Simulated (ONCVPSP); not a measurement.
# What one change does to a pseudopotential (silicon (Si), ONCV)

- Element: silicon (Si)
- Generator: ONCVPSP 4.0.1
- Type: optimised norm-conserving Vanderbilt (ONCV)
- Functional: PBEsol
- Relativity: scalar-relativistic
- Frozen core: [Ne]
- Valence charge: 4
- Reference configuration: 3s2 3p2
- Partial waves: 3s: rc 1.65 bohr, ncon 4, nbas 8, qcut 3.1 1/bohr, local; 3p: rc 2.05 bohr, ncon 5, nbas 8, qcut 4.1 1/bohr, 2 projectors, debl 2.3 Ha; d scattering state at 0.09 Ha: rc 1.65 bohr, ncon 4, nbas 8, qcut 4.9 1/bohr, 1 projector
- Local potential: the s channel
- Core correction: polynomial model core, fcfact 0.7

Change: p: rc 2.58.

Cutoffs: the cutoffs (Ha) at which the residual kinetic energy of the hardest occupied pseudo-wave falls to 1 and 0.1 mHa per electron; they do not see the model core or the augmentation charge, which bear on the density cutoff. Errors are all-electron minus pseudo energies relative to the spin-unpolarised reference configuration.

Question: What does the change do?

Answer: The potential gets neither clearly harder nor softer (24 Ha and 58 Ha → 24 Ha and 58 Ha); of the 4 tests that both files solve, the error grows in 0 and shrinks in 3 by more than 15 % and 0.3 meV (median size 10.9 → 8.3 meV); neither file shows a bound ghost. That the errors move this way runs against the usual rule that smaller radii transfer better.

```tsv
quantity	base	changed
cutoff, loose	24 Ha	24 Ha
cutoff, tight	58 Ha	58 Ha
loose cutoff by channel	s 24 Ha, p 3.2 Ha	s 24 Ha, p 3.1 Ha
bound ghosts	none	none
GHOST(+) flags under 300 eV	none	none
error for 3s2 3p1, meV [ΔE 7.71 eV]	+2.0	+1.5
error for 3s2 3p0, meV [ΔE 23.68 eV]	+20	+15
error for 3s1 3p0, meV [ΔE 57.58 eV]	+58	+45
error for 3s2 3p1.5, meV [ΔE 2.91 eV]	+0.2	+0.1
s: phases at 1.67 bohr within 0.05 rad from the reference energy up to (Ha; the scan ends near 5)	1.8	1.8
d: phases at 1.67 bohr within 0.05 rad from the reference energy up to (Ha; the scan ends near 5)	3.2	3.2
rms error of d²Exc/dni dnj with the model core, mHa	0.18	0.14
```
